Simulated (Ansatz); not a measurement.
One change: `[SeH][SiH]1CS1` becomes `N[SiH]1CS1`.

Ansatz, PBE0-D4/def2-TZVP geometries, multiplicity 1. Each molecule was computed in one conformer, which needn't be the lowest.

Scalar relativity is left out up to krypton. Spin–orbit coupling is left out; it splits and shifts lone-pair levels of the heavy atoms by tenths of an eV.

```json
{"property": "HOMO–LUMO gap (ωB97M-V/def2-TZVPP) / eV", "`[SeH][SiH]1CS1`": "10.40"}
{"property": "HOMO energy (PBE/def2-TZVPP) / eV", "`[SeH][SiH]1CS1`": "-5.85"}
{"property": "LUMO energy (PBE/def2-TZVPP) / eV", "`[SeH][SiH]1CS1`": "-1.50"}
{"property": "HOMO energy (ωB97M-V/def2-TZVPP) / eV", "`[SeH][SiH]1CS1`": "-9.12"}
{"property": "HOMO–LUMO gap (PBE0/def2-TZVPP) / eV", "`[SeH][SiH]1CS1`": "6.39"}
{"property": "HOMO–LUMO gap (PBE/def2-TZVPP) / eV", "`[SeH][SiH]1CS1`": "4.35"}
```

Q: Give the same properties after the change, and the shifts. (Estimate.)

A: Ansatz gave: 
```csv
property,`N[SiH]1CS1`,shift
HOMO–LUMO gap (ωB97M-V/def2-TZVPP) / eV,10.93,0.53
HOMO energy (PBE/def2-TZVPP) / eV,-5.51,0.34
LUMO energy (PBE/def2-TZVPP) / eV,-0.50,1.00
HOMO energy (ωB97M-V/def2-TZVPP) / eV,-8.89,0.23
HOMO–LUMO gap (PBE0/def2-TZVPP) / eV,7.16,0.77
HOMO–LUMO gap (PBE/def2-TZVPP) / eV,5.00,0.65
```

With PBE0 the HOMO rises by 0.30 eV and the LUMO rises by 1.07 eV, so the gap widens by about 0.77 eV. PBE moves the HOMO by 0.34 eV and ωB97M-V by 0.23 eV.
